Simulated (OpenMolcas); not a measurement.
Levels of Mg by method

* Program: OpenMolcas
* Basis: ANO-RCC-VTZP [5s4p2d1f]
* Scalar Hamiltonian: DKH2, point nucleus
* Active space: 2 electrons in 4 orbitals (3s 3p)
* State averaging: 2S+1 = 3 even, 3 roots; 2S+1 = 1 even, 1 root kept (CI in the orbitals of an earlier block); 2S+1 = 3 odd, 3 roots; 2S+1 = 1 odd, 3 roots kept (CI in the orbitals of an earlier block)
* Spin-orbit coupling: state interaction with AMFI integrals over the reference wave functions, term energies averaged over their components

Methods on the same reference wave functions:
A. CASSCF
B. SS-CASPT2, IPEA 0.25 Eh, imaginary shift 0.1 Eh (closed shells correlated: 2s 2p)

Energies in eV above 3s² ¹S₀, the measured ground level; measured values from NIST Handbook of Basic Atomic Spectroscopic Data.

| Level | A | B | Measured |
| --- | --- | --- | --- |
| 3s² ¹S₀ | 0.0000 | 0.0000 | 0.0000 |
| 3s 3p ³P°₀ | 2.5223 | 2.664 | 2.7091 |
| 3s 3p ³P°₁ | 2.5242 | 2.666 | 2.7116 |
| 3s 3p ³P°₂ | 2.5281 | 2.670 | 2.7166 |
| 3s 3p ¹P°₁ | 5.3997 | 4.818 | 4.3458 |

Deviations, from unrounded energies. A percentage is the sum of absolute deviations over the sum of measured energies, with the sign that they share, or ± where signs differ.

```csv
Against measurement,Levels,A,B
mean absolute deviation (cm-1),4,3300,1200
other configurations (%),4,±13.0,±4.9
```

B lies closest to measurement on these levels. The largest miss of B in the table is 3s 3p ¹P°₁, by +3800 cm-1. The ranking rests on the paired levels alone, and a cruder setting can come out closer through cancelling errors.

The lowest spin-free term lies below A's lowest term by 0.245 hartree in B.

Terms from blocks run as CI alone lack orbitals of their own. Without dynamic correlation excited terms often stand tens of per cent too high (terms of higher spin than the ground term too low), and those without a measured partner can miss by more than the paired ones (holds for A). Measured partners are found by configuration, term and J. A level has none where our copy of the source lacks it or the pairing is in doubt (some pairs that miss far off the trend of their configuration count as doubtful), and it then counts in no deviation. Levels of configurations outside the active space are missing. Levels that lie high or do not pair safely by name in every column are left out.

° marks odd parity.
